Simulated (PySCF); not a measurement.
Two species compared at the same levels of theory.

First species: C₃H₃Cl₂FSi.
SMILES with atom numbers: `[CH:1]#[C:2][SiH2:3][C:4]([F:5])([Cl:6])[Cl:7]` (hydrogens: H8 on C1; H9, H10 on Si3)

Second species: C3H3Cl2FSi.
InChI=1S/C3H3Cl2FSi/c4-7(5)3-1-2(3)6/h1-2,7H/t2-/m1/s1

Levels: B3LYP/def2-SVPD for dipole moment, HOMO energy, LUMO energy, HOMO–LUMO gap, static isotropic polarisability and electronic spatial extent ⟨r²⟩ about the centre of nuclear charge; TDDFT B3LYP/def2-SVPD for lowest singlet excitation; TDA B3LYP/def2-SVPD for lowest triplet excitation (Tamm–Dancoff); GFN2-xTB for rotational constant A and rotational constant C. Geometries: GFN2-xTB. All species are isolated and taken at one optimised geometry, non-relativistic unless stated; the electronic structure was computed with PySCF and density fitting.

The conformers computed, where there is a choice (atom-mapped SMILES and torsion angles):
- `[CH:1]#[C:2][SiH2:3][C:4]([F:5])([Cl:6])[Cl:7]`: C2–Si3–C4–F5 180°
- `[F:1][C@@H:2]1[CH:3]=[C:4]1[SiH:5]([Cl:6])[Cl:7]`: C3–C4–Si5–Cl6 -4°

Values for the first species:

```
Dipole moment                                                     : 2.39 D
HOMO energy                                                       : -8.35 eV
LUMO energy                                                       : -1.16 eV
HOMO–LUMO gap                                                     : 7.19 eV
Lowest singlet excitation                                         : 5.92 eV
Lowest triplet excitation (Tamm–Dancoff)                          : 4.97 eV
Static isotropic polarisability                                   : 88.7 au
Electronic spatial extent ⟨r²⟩ about the centre of nuclear charge : 1265 bohr²
Rotational constant A                                             : 1.804 GHz
Rotational constant C                                             : 1.045 GHz
```

Task: Estimate the same properties for the second species, and the change in each.

Result: 
```tsv
property	first	second	second less first
dipole moment	2.39 D	1.20 D	-1.19 D
HOMO energy	-8.35 eV	-8.16 eV	+0.19 eV
LUMO energy	-1.16 eV	-1.70 eV	-0.54 eV
HOMO–LUMO gap	7.19 eV	6.46 eV	-0.73 eV
lowest singlet excitation	5.92 eV	5.14 eV	-0.78 eV
lowest triplet excitation (Tamm–Dancoff)	4.97 eV	4.38 eV	-0.59 eV
static isotropic polarisability	88.7 au	84.8 au	-3.9 au
electronic spatial extent ⟨r²⟩ about the centre of nuclear charge	1265 bohr²	1534 bohr²	+269 bohr²
rotational constant A	1.804 GHz	2.052 GHz	+0.248 GHz
rotational constant C	1.045 GHz	0.688 GHz	-0.357 GHz
```

On the first: The vertical singlet–triplet gap S1 − T1 is 0.95 eV (TDDFT singlet less Tamm–Dancoff triplet; S1: HOMO−1→LUMO, weight 0.74; T1: HOMO→LUMO, weight 0.29, beside HOMO−1→LUMO+2, weight 0.24). In atomic units the dipole is 0.94 e·bohr (1 au = 2.5417 D).

On the second: The vertical singlet–triplet gap S1 − T1 is 0.76 eV (TDDFT singlet less Tamm–Dancoff triplet; S1: HOMO→LUMO, weight 0.98; T1: HOMO−1→LUMO, weight 0.89).
